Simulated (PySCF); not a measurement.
**Distorted geometries of [Pb(NH2)]+**

[Pb(NH2)]+ (singlet). PySCF 2.14.0, RKS PBE0, Pb def2-SVP with ECP60, N def2-SVP, H def2-SVP; non-relativistic Hamiltonian with scalar-relativistic core potentials where named; density fitting; no spin-orbit coupling. Relaxed geometry:

```xyz
4

Pb    0.0000    0.0000   -0.0457
N     0.0000    0.0000    2.0366
H     0.8353    0.0000    2.6249
H    -0.8353    0.0000    2.6249
```

Order these distorted geometries by energy above the relaxed one, lowest first.
A.
```xyz
4

Pb    0.0711   -0.0269   -0.0515
N     0.0227   -0.0450    2.0566
H     0.7079    0.0688    2.6594
H    -0.8018    0.0032    2.5762
```
B.
```xyz
4

Pb   -0.0510   -0.0099   -0.0064
N    -0.0043   -0.0216    2.0774
H     0.8058    0.0602    2.5313
H    -0.7506   -0.0288    2.6384
```
C.
```xyz
4

Pb    0.0241   -0.2057    0.0022
N     0.1691    0.1082    2.1067
H     0.7046    0.0435    2.4878
H    -0.8978    0.0541    2.6440
```

A (0.37 eV), B (0.42 eV), C (7.62 eV).

Which forces (eV/Å) act in the one that lies 0.37 eV up?


```
Pb   0.04 -0.04  0.51
N   -2.87 -0.64 -5.27
H    5.10  0.68  3.79
H   -2.26 -0.01  0.97
```
Forces carry noise of the integration grid, about 0.01 to 0.03 eV/Å.
